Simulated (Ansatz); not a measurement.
`[F][In]([F])[Cl]` + H₂ → `[F][InH][F]` + HCl at 500 K and 1 bar (hydrogenolysis of the In–Cl bond).

Isolated molecules relaxed with PBE0-D4/def2-TZVP in Ansatz; ΔE leaves out vibrations. CBS: MP2 limit from def2 TZ/QZ plus the TZ coupled-cluster correction, frozen cores. This one scheme is used for every species. Elements past krypton have def2 core potentials. For In outer-core shells are correlated without core-valence functions, which leaves a few kJ/mol of doubt a bond.

```
           species  CCSD(T)/CBS energy (Eh)  H − E (kJ/mol)  S (J/(mol·K))
`[F][In]([F])[Cl]`               -849.27843            44.2          367.9
                H₂                 -1.17544            41.0          145.5
     `[F][InH][F]`               -390.04654            52.1          326.1
               HCl               -460.38127            32.5          201.9
```

H − E and S are ideal-gas, rigid-rotor, harmonic terms from PBE0-D4/def2-TZVP. The MP2-based limit puts H₂ 0.8 mEh under its directly extrapolated value; such offsets cancel only in part. 1 Eh = 2625.50 kJ/mol, R = 8.31446 J/(mol·K).

**Question.** By hand: ΔE, ΔH, ΔS and ΔG.

**Answer.** ΔE = (-390.04654) + (-460.38127) − (-849.27843) − (-1.17544) = 0.02606 Eh = 68.4 kJ/mol. Δ(H − E) = 52.1 + 32.5 − 44.2 − 41.0 = -0.6, so ΔH = 67.8 kJ/mol. ΔS = 326.1 + 201.9 − 367.9 − 145.5 = 14.6 J/(mol·K). ΔG = 67.8 − 500 × (14.6)/1000 = 60.5 kJ/mol.

**Question.** By hand: the equilibrium constant, and the temperature at which ΔG would vanish if ΔH and ΔS stayed fixed.

**Answer.** log₁₀ K = −ΔG/(RT ln 10) = -6.3. ΔG = 0 at ΔH/ΔS = 4644 K, far beyond where these terms or the molecules hold.

The number of gas molecules stays the same, so ΔS is small and ΔH decides. A doubt of 5 kJ/mol in ΔE shifts log₁₀ K by 0.5 here. These are equilibria of isolated gas molecules and say nothing of rates. Largest T1 diagnostic: 0.017 (customary marks: 0.02 for closed shells, 0.045 for open ones).
